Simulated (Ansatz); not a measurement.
Program: Ansatz. Geometries: PBE0-D4/def2-TZVP. ΔE: electronic, gas phase. CBS: MP2 limit from def2 TZ/QZ plus the TZ coupled-cluster correction, frozen cores. Functionals use def2-TZVPP. Each species was taken in one conformer, which may not be the lowest.

Consider the ligand exchange at the Si–C bond: `[SiH3]CCSS` + `N[SiH](O)S` → `N[SiH](O)S[SiH3]` + `CCSS`.

| level | ΔE (kJ/mol) |
| --- | --- |
| PBE0 | -75.8 |
| HF/def2-QZVPP | -80.7 |
| MP2/def2-QZVPP | -75.9 |
| CCSD/CBS(def2) | -74.1 |

(1) What does CCSD(T)/CBS give? (Best estimate.)

Largest T1 diagnostic among the species: 0.011.

Results:

(1) Computed: -73.8 kJ/mol. The listed levels differ from it by -2.0, -6.9, -2.1, -0.3 kJ/mol.

In def2-TZVPP, CCSD(T) changes the Hartree–Fock value by +9.7 kJ/mol (the triples alone add +0.3 kJ/mol) and MP2 by +6.4 kJ/mol.
